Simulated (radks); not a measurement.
Question: I4+, configuration [Kr] 4d9 5s2 5p1 6s1 (not the ground configuration). Method: scalar-relativistic Kohn-Sham, BP86, spin-polarised, spherical densities, finite nucleus; open shells are filled with parallel spins first (spin-orbit coupling, left out, can overturn this in heavy ions); Fermi nuclear charge, rms radius 4.75 fm; computed with a radial shooting solver on a logarithmic mesh with Libxc functionals. Some entries of the table are withheld. Estimate them.

orbital,occ.,eigenvalue (hartree),<r> (bohr)
1s up,1,-1214.582,0.02722
1s down,1,-1214.579,0.02722
2s up,1,-189.5960,0.1172
2s down,1,-189.5817,0.1172
2p up,3,-170.4158,0.1025
2p down,3,-170.4036,0.1025
3s up,1,-40.06102,0.3140
3s down,1,-40.05230,0.3140
3p up,3,-33.84527,0.3120
3p down,3,-33.83543,0.3120
3d up,5,-24.53753,0.2884
3d down,5,-24.52385,0.2884
4s up,1,-8.82030,0.7352
4s down,1,-8.77527,0.7351
4p up,3,(1),0.7840
4p down,3,(2),0.7838
4d up,5,-3.97320,0.8935
4d down,4,-3.92672,0.8926
5s up,1,(3),1.717
5s down,1,(4),1.716
5p up,1,-1.87958,1.937
5p down,0,-1.82084,1.937
6s up,1,-1.03652,3.429

Answer: 
(1) 4p up eigenvalue (hartree): -6.85549
(2) 4p down eigenvalue (hartree): -6.81014
(3) 5s up eigenvalue (hartree): -2.38874
(4) 5s down eigenvalue (hartree): -2.33071
